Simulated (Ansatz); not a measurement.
Species: trihydroxy(prop-2-enyl)silane, C3H8O3Si (charge 0, singlet). 
Geometry from a B3LYP-D3(BJ)/def2-TZVP (Ansatz, a program for electronic structure) optimisation:
```
C
H 1 1.0930
H 1 1.0932 2 107.85
C 1 1.4958 2 111.14 3 121.68
C 4 1.3303 1 125.34 2 -139.04
H 5 1.0821 4 121.48 1 -177.60
H 5 1.0847 6 116.92 4 178.75
H 4 1.0861 5 118.86 6 -1.04
Si 1 1.8690 2 108.52 3 -116.83
O 9 1.6390 1 105.15 2 -55.71
H 10 0.9608 9 118.05 1 172.68
O 9 1.6412 10 108.52 11 50.01
H 12 0.9606 9 116.74 10 -145.45
O 9 1.6469 10 113.94 11 -67.01
H 14 0.9624 9 115.96 10 -76.49
```

Basis-set convergence of Hartree-Fock and MP2 correlation energies (hartree) with Ansatz. Correlated levels leave the core frozen unless marked. Spin-orbit coupling is left out. Non-relativistic.

```
basis            functions       E(HF)  E(corr, MP2)
---------------  ---------  ----------  ------------
aug-cc-pV(D+d)Z        242  -631.99426      -1.12781
aug-cc-pV(T+d)Z        515         [?]           [?]
```

### Question
Some entries are withheld; supply them.

### Answer

- aug-cc-pV(T+d)Z, E(HF): -632.10564
- aug-cc-pV(T+d)Z, E(corr, MP2): -1.36460
